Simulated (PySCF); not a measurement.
Compound: C5H5NO.
Geometry (PBE0-D3(BJ)/def2-SVP, Å), atoms numbered from 1 in this order:
```xyz
12
C5H5NO angstrom
N     -2.7553   -0.2164    0.5006
C     -1.8563   -0.0237   -0.3790
C     -0.4120   -0.0410   -0.1972
C      0.4131   -0.2423    0.8826
C      1.7448   -0.1261    0.3963
C      1.6300    0.1364   -0.9404
O      0.3402    0.1880   -1.3021
H     -2.3305   -0.3991    1.4171
H     -2.1729    0.1850   -1.4144
H      0.1012   -0.4485    1.9045
H      2.6689   -0.2234    0.9617
H      2.3595    0.3042   -1.7288
```

Computed at PBE0/pcSseg-1 (PySCF, non-relativistic), with Q(14N) = 0.02044 b, Q(17O) = −0.0256 b: N1, 14N (I = 1): χzz = -4.445 MHz, η = 0.336; O7, 17O (I = 5/2): χzz = -8.536 MHz, η = 0.018.

(1) Where would the pure quadrupole (NQR) lines of 14N at N1 fall for the rigid, isolated species?

(2) Where would the pure quadrupole (NQR) lines of 17O at O7 fall for the rigid, isolated species?

Results:

(1) From ν± = (3/4)|χ|(1 ± η/3) and ν0 = |χ|η/2: ν+ 3.707 MHz, ν− 2.960 MHz, ν0 0.747 MHz (imine nitrogen).

(2) From the eigenvalues of H = χ/[4I(2I − 1)] × [3Iz² − I(I + 1) + η(Ix² − Iy²)], steps between neighbouring levels, labelled as for η = 0: ±1/2↔±3/2 1.281 MHz, ±3/2↔±5/2 2.561 MHz (furan-type oxygen).

In a crystal, neighbours and librations shift these lines. A larger basis could move these couplings by a tenth or more.

These values come from a run that also computed NMR shieldings. Time: 14 s of wall time. Hardware: x86-64 server, one thread, no GPU, on a shared host.

One conformer stands for the species.
